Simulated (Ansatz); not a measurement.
`C/C=C/[SiH2]C` + `PS` → `C[SiH2]SP` + `C=CC` at 298.15 K and 1 bar (ligand exchange at the Si–C bond).

Gas-phase electronic energies from Ansatz, PBE0-D4/def2-TZVP geometries. CBS: MP2 limit from def2 TZ/QZ plus the TZ coupled-cluster correction, frozen cores. This one scheme is used for every species. One conformer a species, not always the lowest.

| species | CCSD(T)/CBS energy (Eh) | H − E (kJ/mol) | S (J/(mol·K)) |
| --- | --- | --- | --- |
| `C/C=C/[SiH2]C` | -447.30404 | 349.1 | 358.6 |
| `PS` | -740.51379 | 83.7 | 266.5 |
| `C[SiH2]SP` | -1070.09506 | 216.4 | 358.0 |
| `C=CC` | -117.74610 | 222.5 | 264.5 |

H − E and S are ideal-gas, rigid-rotor, harmonic terms from PBE0-D4/def2-TZVP, for one conformer and one mirror image of each species. 1 Eh = 2625.50 kJ/mol, R = 8.31446 J/(mol·K).

**Question.** By hand: ΔE, ΔH, ΔS and ΔG.

**Answer.** ΔE = (-1070.09506) + (-117.74610) − (-447.30404) − (-740.51379) = -0.02333 Eh = -61.3 kJ/mol. Δ(H − E) = 216.4 + 222.5 − 349.1 − 83.7 = 6.1, so ΔH = -55.2 kJ/mol. ΔS = 358.0 + 264.5 − 358.6 − 266.5 = -2.6 J/(mol·K). ΔG = -55.2 − 298.15 × (-2.6)/1000 = -54.4 kJ/mol.

**Question.** By hand: the equilibrium constant, and the temperature at which ΔG would vanish if ΔH and ΔS stayed fixed.

**Answer.** log₁₀ K = −ΔG/(RT ln 10) = 9.5. ΔG = 0 at ΔH/ΔS = 21231 K, far beyond where these terms or the molecules hold.

The number of gas molecules stays the same, so ΔS is small and ΔH decides. A doubt of 5 kJ/mol in ΔE shifts log₁₀ K by 0.9 here. Other conformers and mirror images would add mixing entropy, several J/(mol·K) or more a flexible species. These are equilibria of isolated gas molecules and say nothing of rates. Largest T1 diagnostic: 0.012 (customary marks: 0.02 for closed shells, 0.045 for open ones).
